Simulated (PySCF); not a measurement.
TaOF₃, SMILES [O]=[Ta]([F])([F])[F], multiplicity 1. Atoms are numbered in the order given.

```xyz
5

Ta     0.0000     0.0000    -0.0101
O      0.0000     0.0000    -1.7283
F      1.5587     0.8999     0.5395
F      0.0000    -1.7998     0.5395
F     -1.5587     0.8999     0.5395
```

Coordinates come from a B3LYP-D3(BJ)/def2-SVP optimisation. The spin state was assumed, not searched. The isomer is the one that the SMILES or the coordinates give; other isomers of the formula were not compared. The def2 effective core potentials stand for the cores of Ta; spin–orbit coupling is left out.

Calculation: PBE/def2-TZVP (PySCF).

ESP charges are fitted to the potential on shells at 1.4 to 2.0 van der Waals radii. Atomic charges (e):

```tsv
atom	Löwdin	Mulliken	ESP fit
Ta1	0.83	1.50	1.49
O2	-0.26	-0.45	-0.52
F3	-0.19	-0.35	-0.32
F4	-0.19	-0.35	-0.32
F5	-0.19	-0.35	-0.32
```
